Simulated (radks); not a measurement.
Spin polarisation of the 5d8 shell in the gold ion Au3+. Start: [Xe] 4f14 5d(up 4, down 4); electrons of 5d are moved from spin down to spin up, other shells keep equal spins. All-electron calculation, scalar-relativistic Kohn-Sham, LDA (Slater exchange, Perdew-Wang correlation), spin-polarised, spherical densities, point nucleus. Program: a radial shooting solver on a logarithmic mesh with Libxc functionals.

moment (Bohr magnetons) = 0: E - E(0) (eV) 0.000; e(5d up) (eV) -40.921; e(5d down) (eV) -40.921; 5p down minus up (eV) 0.000
moment (Bohr magnetons) = 0.5: E - E(0) (eV) -0.040; e(5d up) (eV) -41.078; e(5d down) (eV) -40.759; 5p down minus up (eV) 0.300
moment (Bohr magnetons) = 1: E - E(0) (eV) -0.159; e(5d up) (eV) -41.228; e(5d down) (eV) -40.590; 5p down minus up (eV) 0.599
moment (Bohr magnetons) = 1.5: E - E(0) (eV) -0.359; e(5d up) (eV) -41.373; e(5d down) (eV) -40.414; 5p down minus up (eV) 0.899
moment (Bohr magnetons) = 2: E - E(0) (eV) -0.639; e(5d up) (eV) -41.512; e(5d down) (eV) -40.232; 5p down minus up (eV) 1.200

At moment 2 the spin-polarisation energy is -0.639 eV and the 5d exchange splitting 1.280 eV, that is 0.640 eV per Bohr magneton; E = -I m^2/4 would give I = 0.639 eV.
